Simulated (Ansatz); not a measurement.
Stretch profile

AuHS (SMILES [SH][Au]), closed shell, at its PBE0-D4/def2-TZVP minimum:

S1  (-0.450, -0.649, -0.329)
Au2  (1.393, -0.009, 0.766)
H3  (-0.954, 0.593, -0.451)
(Å)

The bond length S1–H3 (1.346 Å at the minimum) is set to the values below, the two halves moving rigidly along the bond. Each method's energies count from its own value at the PBE0-D4 minimum structure. Program: Ansatz 0.2.0. Basis: def2-TZVPP. Cores are frozen in the correlated methods. Filled d shells of the heavier atoms are correlated. Core potentials replace the inner electrons of the atoms past krypton. B3LYP uses VWN-RPA correlation.

CCSD(T) energies along the scan:
```tsv
bond length (Å)	CCSD(T) (kJ/mol)
1.158	59.9
1.198	34.0
1.256	10.9
1.323	0.5
1.399	3.6
1.480	18.7
1.566	42.9
1.656	73.1
1.750	107.0
```
They count from the CCSD(T) energy at the PBE0-D4 minimum.

Minimum and curvature along this coordinate at CCSD(T): A fifth-order fit through the nearest points gives 1.342 Å, with a curvature of about 26 eV/Å².

**Question.** Treat the two halves as rigid bodies and work out the harmonic wavenumber of this stretch from that curvature (ν̃ = 521.5 √(k/μ) cm⁻¹ with k in eV/Å² and μ in u).

**Answer.** The halves weigh 229.03 and 1.01 u, so μ = 229.03 × 1.01/230.04 = 1.006 u and ν̃ = 521.5 √(26/1.006) ≈ 2700 cm⁻¹. A true normal mode mixes in other motions, so this is a guide only.

Largest difference from the CCSD(T) curve over the scan: r2SCAN-D4 2.7; B3LYP-D4 2.9; wB97M-V 5.0; MP2 10.4 kJ/mol. Each curve counts from its own value at the minimum.

T1 diagnostic: at most 0.028. The T1 diagnostic is large here, which may signal multireference character or strong orbital relaxation, so CCSD(T) is less sure.

For scale, one of the runs: CCSD(T)/def2-TZVPP, 112 basis functions (an equivalent command: `ansatz run in.yaml --threads 2`). The run took about 5.5 s on 2 CPU threads (shared host).
